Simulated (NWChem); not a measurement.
Everything below was run with NWChem. System: H₄PSi, charge 0, spin multiplicity 2, at a geometry optimised with UB3LYP/def2-SVP. The structure started from a generated list of species. Its SCF solution wasn't tested for a lower state. Level: ULDA (SVWN5)/cc-pVTZ.

The NWChem input:

```
start mol
memory heap 200 mb stack 900 mb global 1100 mb
geometry units angstroms nocenter noautoz
  Si    -0.414670     1.074888     0.000000
  P      0.427674    -1.036914     0.000000
  H      0.098396     1.787225     1.215307
  H      0.098396     1.787225    -1.215307
  H     -0.403265    -1.534583     1.050196
  H     -0.403265    -1.534583    -1.050196
  symmetry group Cs
end
basis spherical
  * library cc-pvtz
end
dft
  xc slater vwn_5
  odft
  mult 2
  semidirect memsize 60000000 filesize 0
  iterations 100
end
task dft energy
```

Part of the output:

```
             Northwest Computational Chemistry Package (NWChem) 7.3.0
             --------------------------------------------------------

                                NWChem Input Module
                                -------------------

 Scaling coordinates for geometry "geometry" by  1.889725989
 (inverse scale =  0.529177249)

 Turning off AUTOSYM since
 SYMMETRY directive was detected!

                             Geometry "geometry" -> ""
                             -------------------------

 Output coordinates in angstroms (scale by  1.889725989 to convert to a.u.)

  No.       Tag          Charge          X              Y              Z
 ---- ---------------- ---------- -------------- -------------- --------------
    1 Si                  14.0000    -0.41467000     1.07488800     0.00000000
    2 P                   15.0000     0.42767400    -1.03691400     0.00000000
    3 H                    1.0000     0.09839600     1.78722500     1.21530700
    4 H                    1.0000     0.09839600     1.78722500    -1.21530700
    5 H                    1.0000    -0.40326500    -1.53458300     1.05019600
    6 H                    1.0000    -0.40326500    -1.53458300    -1.05019600

 Effective nuclear repulsion energy (a.u.)      81.3196649161

            Nuclear Dipole moment (a.u.)
            ----------------------------
        X                 Y               Z
 ---------------- ---------------- ----------------
    -0.0000151178     0.0000113384     0.0000000000

      Symmetry information
      --------------------

 Group name             Cs
 Group number              2
 Group order               2
 No. of unique centers     4

      Symmetry unique atoms

     1    2    3    5


 Summary of "ao basis" -> "" (spherical)
 ------------------------------------------------------------------------------
       Tag                 Description            Shells   Functions and Types
 ---------------- ------------------------------  ------  ---------------------
 *                          cc-pvtz                   on all atoms

                                 NWChem DFT Module
                                 -----------------

 Summary of "ao basis" -> "ao basis" (spherical)
 ------------------------------------------------------------------------------
       Tag                 Description            Shells   Functions and Types
 ---------------- ------------------------------  ------  ---------------------
 Si                         cc-pvtz                 12       34   5s4p2d1f
 P                          cc-pvtz                 12       34   5s4p2d1f
 H                          cc-pvtz                  6       14   3s2p1d

 Summary of "ao basis" -> "ao basis" (spherical)
 ------------------------------------------------------------------------------
       Tag                 Description            Shells   Functions and Types
 ---------------- ------------------------------  ------  ---------------------
 Si                         cc-pvtz                 12       34   5s4p2d1f
 P                          cc-pvtz                 12       34   5s4p2d1f
 H                          cc-pvtz                  6       14   3s2p1d

      Symmetry analysis of basis
      --------------------------

        a'         74
        a"         50

            General Information
            -------------------
          SCF calculation type: DFT
          Wavefunction type:  spin polarized.
          No. of atoms     :     6
          No. of electrons :    33
           Alpha electrons :    17
            Beta electrons :    16
          Charge           :     0
          Spin multiplicity:     2
          Use of symmetry is: on ; symmetry adaption is: on
          Maximum number of iterations: 100
          AO basis - number of functions:   124
                     number of shells:    48
          Convergence on energy requested:  1.00D-06
          Convergence on density requested:  1.00D-05
          Convergence on gradient requested:  5.00D-04

              XC Information
              --------------
                        Slater Exchange Functional  1.000 local
                      VWN V Correlation Functional  1.000 local

             Grid Information
             ----------------
          Grid used for XC integration:  medium
          Radial quadrature: Mura-Knowles
          Angular quadrature: Lebedev.
          Tag              B.-S. Rad. Rad. Pts. Rad. Cut. Ang. Pts.
          ---              ---------- --------- --------- ---------
          Si                  1.10       88          10.0       590
          P                   1.00       88          10.0       590
          H                   0.35       45          11.0       434
          Grid pruning is: on
          Number of quadrature shells:   266
          Spatial weights used:  Erf1

          Convergence Information
          -----------------------
          Convergence aids based upon iterative change in
          total energy or number of iterations.
          Levelshifting, if invoked, occurs when the
          HOMO/LUMO gap drops below (HL_TOL):  1.00D-02
          DIIS, if invoked, will attempt to extrapolate
          using up to (NFOCK): 10 stored Fock matrices.

                    Damping( 0%)  Levelshifting(0.5)       DIIS
                  --------------- ------------------- ---------------
          dE  on:    start            ASAP                start
          dE off:    2 iters        100 iters           100 iters

      Screening Tolerance Information
      -------------------------------
[...]
              MO Center= -2.0D-01,  3.5D-01, -9.8D-16, r^2= 5.8D+00
   Bfn.  Coefficient  Atom+Function         Bfn.  Coefficient  Atom+Function
  ----- ------------  ---------------      ----- ------------  ---------------
    39      1.236762  2 P  s                 16      1.069261  1 Si py
     5     -0.862302  1 Si s                 50      0.786463  2 P  py
    49     -0.444638  2 P  px                15     -0.401759  1 Si px
    10      0.306664  1 Si py                99     -0.235169  5 H  s
   113     -0.235169  6 H  s                 44      0.211355  2 P  py

 Vector   19  Occ=0.000000D+00  E=-2.439713D-02  Symmetry=a"
              MO Center=  1.8D-01, -7.2D-01, -5.0D-15, r^2= 3.7D+00
   Bfn.  Coefficient  Atom+Function         Bfn.  Coefficient  Atom+Function
  ----- ------------  ---------------      ----- ------------  ---------------
    51      0.868348  2 P  pz                99     -0.792517  5 H  s
   113      0.792517  6 H  s                 17      0.286194  1 Si pz
    71     -0.281249  3 H  s                 85      0.281249  4 H  s
    45      0.253313  2 P  pz                98     -0.198294  5 H  s
   112      0.198294  6 H  s                 53      0.115709  2 P  d -1

 Vector   20  Occ=0.000000D+00  E=-1.074594D-02  Symmetry=a'
              MO Center= -8.6D-02, -7.4D-01,  4.0D-14, r^2= 5.3D+00
   Bfn.  Coefficient  Atom+Function         Bfn.  Coefficient  Atom+Function
  ----- ------------  ---------------      ----- ------------  ---------------
    39      1.201861  2 P  s                 99     -0.998261  5 H  s
   113     -0.998261  6 H  s                 49     -0.788897  2 P  px
    50     -0.696748  2 P  py                71     -0.539818  3 H  s
    85     -0.539818  4 H  s                  5      0.502325  1 Si s
    15      0.425537  1 Si px                 3      0.335326  1 Si s

                     DFT Final Beta Molecular Orbital Analysis
                     -----------------------------------------

 Vector   14  Occ=1.000000D+00  E=-3.055905D-01  Symmetry=a"
              MO Center= -6.5D-02,  1.3D+00, -3.2D-15, r^2= 3.0D+00
   Bfn.  Coefficient  Atom+Function         Bfn.  Coefficient  Atom+Function
  ----- ------------  ---------------      ----- ------------  ---------------
    11      0.323356  1 Si pz                70      0.207397  3 H  s
    84     -0.207397  4 H  s                 17      0.144639  1 Si pz
    71      0.139881  3 H  s                 85     -0.139881  4 H  s
    69      0.134215  3 H  s                 83     -0.134215  4 H  s
    45     -0.108442  2 P  pz                98     -0.074712  5 H  s

 Vector   15  Occ=1.000000D+00  E=-3.014196D-01  Symmetry=a'
              MO Center=  1.4D-01, -2.3D-01, -3.3D-15, r^2= 3.1D+00
   Bfn.  Coefficient  Atom+Function         Bfn.  Coefficient  Atom+Function
  ----- ------------  ---------------      ----- ------------  ---------------
    44      0.314372  2 P  py                10     -0.243793  1 Si py
    50      0.158291  2 P  py                37      0.154893  2 P  s
    39      0.155452  2 P  s                 43      0.154109  2 P  px
    98     -0.128701  5 H  s                112     -0.128701  6 H  s
    47      0.112010  2 P  py                16     -0.110608  1 Si py

 Vector   16  Occ=1.000000D+00  E=-2.557137D-01  Symmetry=a'
              MO Center=  3.2D-01, -5.9D-01, -3.6D-16, r^2= 2.9D+00
   Bfn.  Coefficient  Atom+Function         Bfn.  Coefficient  Atom+Function
  ----- ------------  ---------------      ----- ------------  ---------------
    43      0.331661  2 P  px                49      0.263837  2 P  px
    39      0.251587  2 P  s                 37      0.213542  2 P  s
    10      0.202391  1 Si py                44     -0.144106  2 P  py
    46      0.122255  2 P  px                 3     -0.116714  1 Si s
    50     -0.109817  2 P  py                16      0.102970  1 Si py

 Vector   17  Occ=0.000000D+00  E=-1.429532D-01  Symmetry=a'
              MO Center= -5.3D-01,  7.1D-01, -3.7D-15, r^2= 3.6D+00
   Bfn.  Coefficient  Atom+Function         Bfn.  Coefficient  Atom+Function
  ----- ------------  ---------------      ----- ------------  ---------------
    15     -0.415479  1 Si px                 5      0.406535  1 Si s
     9     -0.389469  1 Si px                 3      0.200330  1 Si s
    49      0.191858  2 P  px                43      0.162797  2 P  px
    50     -0.142245  2 P  py                44     -0.120527  2 P  py
    71     -0.116462  3 H  s                 85     -0.116462  4 H  s

 Vector   18  Occ=0.000000D+00  E=-2.179790D-02  Symmetry=a"
              MO Center=  1.9D-01, -7.7D-01, -3.0D-15, r^2= 3.7D+00
   Bfn.  Coefficient  Atom+Function         Bfn.  Coefficient  Atom+Function
  ----- ------------  ---------------      ----- ------------  ---------------
    51      0.897125  2 P  pz                99     -0.811938  5 H  s
   113      0.811938  6 H  s                 45      0.260032  2 P  pz
    71     -0.252830  3 H  s                 85      0.252830  4 H  s
    17      0.245594  1 Si pz                98     -0.200504  5 H  s
   112      0.200504  6 H  s                 53      0.116588  2 P  d -1

 Vector   19  Occ=0.000000D+00  E=-1.813671D-02  Symmetry=a'
              MO Center= -2.0D-01,  2.1D-01, -5.3D-15, r^2= 6.1D+00
   Bfn.  Coefficient  Atom+Function         Bfn.  Coefficient  Atom+Function
  ----- ------------  ---------------      ----- ------------  ---------------
    39      1.516410  2 P  s                 16      1.087194  1 Si py
     5     -0.924196  1 Si s                 50      0.701388  2 P  py
    49     -0.585682  2 P  px                99     -0.433863  5 H  s
   113     -0.433863  6 H  s                 15     -0.391383  1 Si px
    10      0.274971  1 Si py                37      0.205566  2 P  s

   alpha - beta orbital overlaps
   -----------------------------

   alpha      1      2      3      4      5      6      7      8      9     10
    beta      1      2      3      4      5      6      7      8     10      9
 overlap   1.000  1.000  1.000  1.000  1.000  0.981  0.981  0.746  0.746  1.000

   alpha     11     12     13     14     15     16     17     18     19     20
    beta     11     12     13     14     15     16     17     19     18     20
 overlap   1.000  0.998  0.999  0.999  0.999  0.995  0.992  0.983  0.999  0.987

   alpha     21     22     23     24     25     26     27     28     29     30
    beta     21     22     23     24     26     25     27     28     29     30
 overlap   0.997  0.994  0.940  0.743  0.791  0.869  0.864  0.990  0.968  0.948

   alpha     31     32     33     34     35     36     37     38     39     40
    beta     31     32     33     35     34     36     37     38     39     40
 overlap   0.958  0.994  0.983  0.985  0.983  0.990  0.992  0.999  0.995  0.999

   alpha     41     42     43     44     45     46     47     48     49     50
    beta     41     42     43     44     45     46     47     48     49     50
 overlap   0.984  0.984  0.999  0.998  0.999  0.911  0.913  0.998  0.994  0.993

   alpha     51     52     53     54     55     56     57     58     59     60
    beta     51     52     53     54     55     56     57     58     59     60
 overlap   0.997  0.997  0.995  0.995  0.990  0.994  0.996  0.962  0.962  0.981

   alpha     61     62     63     64     65     66     67     68     69     70
    beta     62     61     63     64     65     66     67     68     69     70
 overlap   0.998  0.980  0.997  0.979  0.979  0.998  0.996  1.000  0.996  0.997

   alpha     71     72     73     74     75     76     77     78     79     80
    beta     71     72     73     74     75     76     77     78     79     80
 overlap   0.997  0.999  0.999  0.999  1.000  1.000  0.991  0.993  0.999  1.000

   alpha     81     82     83     84     85     86     87     88     89     90
    beta     81     82     83     84     85     86     87     88     89     90
 overlap   1.000  0.995  0.994  0.999  0.999  1.000  1.000  1.000  1.000  1.000

   alpha     91     92     93     94     95     96     97     98     99    100
    beta     91     92     93     94     95     96     97     98     99    100
 overlap   0.999  0.998  0.998  1.000  1.000  1.000  0.999  0.999  1.000  0.998

   alpha    101    102    103    104    105    106    107    108    109    110
    beta    101    102    103    104    105    106    107    108    109    110
 overlap   1.000  1.000  0.997  0.998  1.000  1.000  1.000  1.000  1.000  1.000

   alpha    111    112    113    114    115    116    117    118    119    120
    beta    111    112    113    114    115    116    117    118    119    120
 overlap   1.000  1.000  0.996  0.996  1.000  1.000  1.000  1.000  1.000  1.000

   alpha    121    122    123    124
    beta    121    122    123    124
 overlap   1.000  1.000  1.000  1.000

     --------------------------
     Expectation value of S2:
     --------------------------
      <S2> =      0.7516 (Exact =     0.7500)

 center of mass
 --------------
 x =   0.03093343 y =  -0.04608113 z =   0.00000000

 moments of inertia (a.u.)
 ------------------
         292.736460584227          87.772000920294           0.000000000000
          87.772000920294          57.160219255755           0.000000000000
           0.000000000000           0.000000000000         312.756606453874

     Multipole analysis of the density
     ---------------------------------

     L   x y z        total         alpha         beta         nuclear
     -   - - -        -----         -----         ----         -------
     0   0 0 0     -0.000000    -17.000000    -16.000000     33.000000

     1   1 0 0     -0.205633      0.484038     -0.689656     -0.000015
     1   0 1 0     -0.151112     -0.800829      0.649706      0.000011
     1   0 0 1     -0.000000      0.000000     -0.000000      0.000000

     2   2 0 0    -23.473291    -24.755128    -18.342953     19.624789
     2   1 1 0      0.750631     22.455719     18.657409    -40.362497
     2   1 0 1      0.000000     -0.000000      0.000000      0.000000
     2   0 2 0    -21.728575    -91.929220    -84.788813    154.989458
     2   0 1 1     -0.000000     -0.000000     -0.000000      0.000000
     2   0 0 2    -21.233483    -20.707669    -18.951668     18.425854

 Task  times  cpu:       10.0s     wall:       10.0s

 Total times  cpu:       10.0s     wall:       10.0s
```
